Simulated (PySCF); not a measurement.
C₃H₁₅BO₂Si₃, SMILES OB([SiH2][SiH2][Si](C)(C)C)O (GFN2-xTB optimised geometry):

```
24

C     -1.255    -3.625    -1.572
Si    -0.677    -2.700     0.000
C      1.234    -2.700     0.000
C     -1.254    -3.728     1.510
Si    -1.475    -0.506     0.000
Si    -0.405     0.920    -1.490
B      1.223     1.759    -0.770
O      2.150     0.925    -0.249
O      1.508     3.092    -0.705
H     -0.911    -3.117    -2.469
H     -2.339    -3.675    -1.622
H     -0.879    -4.643    -1.608
H      1.625    -2.280     0.922
H      1.645    -3.700    -0.105
H      1.622    -2.097    -0.816
H     -2.338    -3.788     1.550
H     -0.920    -3.276     2.439
H     -0.871    -4.745     1.483
H     -1.389     0.050     1.367
H     -2.930    -0.491    -0.239
H     -0.123     0.141    -2.713
H     -1.341     1.948    -2.007
H      2.930     1.356     0.108
H      0.870     3.700    -1.073
```

Computed with CAM-B3LYP/def2-SVP (PySCF).

### Question
What are the frontier orbital energies and the dipole moment?

### Answer
HOMO-2 -9.62 eV, HOMO-1 -9.28 eV, HOMO -8.61 eV, LUMO 0.91 eV, LUMO+1 1.54 eV; dipole moment 1.50 D.

Meta-Löwdin charges at CAM-B3LYP/def2-SVP: C1 -0.53, Si2 0.71, C3 -0.54, C4 -0.53, Si5 0.11, Si6 0.22, B7 0.25, O8 -0.48, O9 -0.48, H10 0.11, H11 0.11, H12 0.11, H13 0.11, H14 0.10, H15 0.11, H16 0.11, H17 0.11, H18 0.11, H19 -0.09, H20 -0.08, H21 -0.09, H22 -0.10, H23 0.33, H24 0.34.
